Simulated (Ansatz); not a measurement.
`[F][Al]([SH])[SH]` + H₂ → `[F][AlH][SH]` + H₂S  (hydrogenolysis of the Al–S bond)

Calculated with Ansatz (gas phase, PBE0-D4/def2-TZVP geometries, no zero-point term in ΔE). CBS: MP2 limit from def2 TZ/QZ plus the TZ coupled-cluster correction, frozen cores. This one scheme is used for every species. DFT in def2-TZVPP. Each species was taken in one conformer, which may not be the lowest.

CCSD(T)/CBS gives +91.3 kJ/mol.

Problem. Another level gave +94.9 kJ/mol. Which?
A. B97M-V/def2-TZVPP
B. HF/def2-TZVPP
C. r2SCANh/def2-TZVPP
D. CCSD(T)/def2-TZVPP

Solution. C. r2SCANh 94.9, HF/def2-TZVPP 71.1, CCSD(T)/def2-TZVPP 87.7, B97M-V 81.6 kJ/mol.

Largest T1 diagnostic among the species: 0.012.

In def2-TZVPP, CCSD(T) changes the Hartree–Fock value by +16.6 kJ/mol (the triples alone add +4.6 kJ/mol) and MP2 by +25.7 kJ/mol. At CCSD(T), def2-SVP lies −12.2 kJ/mol from the extrapolated value and def2-TZVPP −3.6 kJ/mol.
